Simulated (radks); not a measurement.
The phosphorus anion P3-, [Ar], held by a Watson sphere: a shell of charge +3 at radius R that stands for the Madelung well of a crystal (potential energy -3/R inside, -3/r outside, in hartree with lengths in bohr). All-electron calculation, scalar-relativistic Kohn-Sham, LB94 model potential, spin-polarised, spherical densities, point nucleus. Program: a radial shooting solver on a logarithmic mesh with Libxc functionals. Response by self-consistent Sternheimer equations with the Hartree and adiabatic LDA kernel, the relativistic mass of each level held fixed and spin-orbit coupling left out. The sphere does not respond.

| R (bohr) | e(2p) (eV) | e(3s) (eV) | e(3p) (eV) | <r> 3p (bohr) | sum of <r^2> (bohr^2) | X-ray form factor at sin(theta)/lambda = 0.2 1/angstrom | alpha (bohr^3) |
|---|---|---|---|---|---|---|---|
| 2.19 | -134.91 | -19.874 | -11.751 | 2.337 | 49.66 | 10.718 | 33.42 |
| 2.76 | -134.36 | -17.692 | -10.134 | 2.565 | 58.76 | 10.415 | 50.31 |
| 3.07 | -134.05 | -16.710 | -9.316 | 2.682 | 63.74 | 10.330 | 62.79 |
| 3.98 | -132.97 | -14.520 | -7.277 | 2.995 | 78.41 | 10.270 | 117.9 |
| 4.3 | -132.58 | -13.942 | -6.689 | 3.095 | 83.67 | 10.281 | 145.7 |

Estimate the row for R = 4.1 bohr.

Answer. e(2p) (eV) -132.83; e(3s) (eV) -14.294; e(3p) (eV) -7.049; <r> 3p (bohr) 3.033; sum of <r^2> (bohr^2) 80.37; X-ray form factor at sin(theta)/lambda = 0.2 1/angstrom 10.273; alpha (bohr^3) 127.7.
